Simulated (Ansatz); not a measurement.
Relaxation of C₂H₆BN (10 atoms, charge 0, multiplicity 1), to a largest force component of 0.015 eV/Å in at most 40 steps.

All numbers below come from Ansatz 0.2.0, RKS PBE/def2-SVP.

```xyz
10
Properties=species:S:1:pos:R:3
C -0.856 0.604 1.780
N -0.454 0.552 0.610
B -0.015 0.469 -0.651
C 0.763 -0.829 -1.149
H -1.844 0.245 2.064
H -0.242 1.018 2.579
H -0.223 1.373 -1.368
H 0.258 -1.346 -1.961
H 0.890 -1.534 -0.330
H 1.761 -0.562 -1.491
```

Where does it end, and by what steps?

The run converged. After 6 steps the energy has fallen by 0.131 eV; H9 moved furthest, 0.13 Å.

```
step  energy less start (eV)  largest force component (eV/Å)  accepted
   0                  0.0000                           1.127       yes
   1                 -0.1107                           0.423       yes
   2                  0.0483                           2.026        no
   3                 -0.1223                           0.445       yes
   4                 -0.1220                           0.145        no
   5                 -0.1307                           0.049       yes
   6                 -0.1308                           0.013       yes
```

```xyz
10
Properties=species:S:1:pos:R:3
C -0.884 0.639 1.823
N -0.460 0.533 0.645
B 0.001 0.417 -0.638
C 0.793 -0.855 -1.158
H -1.900 0.287 2.116
H -0.267 1.093 2.632
H -0.234 1.364 -1.377
H 0.260 -1.300 -2.026
H 0.939 -1.641 -0.392
H 1.790 -0.545 -1.541
```

Run time: 15 s on 1 thread of Arm Neoverse V2 (shared host), peak memory 0.26 GiB.
